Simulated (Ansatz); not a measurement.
CH$_{7}$BFNSn, relaxed with RKS PBE0-D4/def2-TZVP in Ansatz 0.2.0 from a PBE-D4/def2-SVP geometry. The force threshold is 0.005 eV/Å; the program also tests the step.

Total charge 0; spin multiplicity 1. Sn: def2 effective core potential. The bonds changed during the relaxation, so this is another structure than the one it started from.

Start:

```xyz
12

B     0.441    0.288    0.989
C     1.142   -0.195   -0.283
N     1.484    0.532   -1.351
F     1.464   -1.480   -0.468
Sn   -1.723   -0.360    0.501
H     0.385    1.510    1.074
H     0.703   -0.367    1.986
H     1.819    0.091   -2.211
H     1.302    1.535   -1.341
H    -2.803    0.287    1.694
H    -1.959   -2.082    0.459
H    -2.255    0.243   -1.049
```

Q: How much energy does the relaxation release, and in how many steps? (Estimate.)

A: The calculation gave: 0.05 eV, in 15 steps, 1 of them rejected.

Q: Which bonds change most? (An estimate is asked.)

A: Ansatz gave: Sn5–H10 from 1.734 to 1.711 Å; Sn5–H12 from 1.746 to 1.723 Å; Sn5–H11 from 1.738 to 1.716 Å; B1–H7 from 1.222 to 1.201 Å.

Q: Give the relaxed structure. (Best estimate.)

A: The calculation gave: 
```xyz
12

B     0.437    0.307    0.995
C     1.137   -0.195   -0.254
N     1.440    0.486   -1.344
F     1.499   -1.462   -0.389
Sn   -1.700   -0.342    0.481
H     0.377    1.510    1.043
H     0.701   -0.315    1.987
H     1.777    0.026   -2.174
H     1.224    1.467   -1.374
H    -2.756    0.186    1.719
H    -1.901   -2.037    0.304
H    -2.235    0.369   -0.994
```
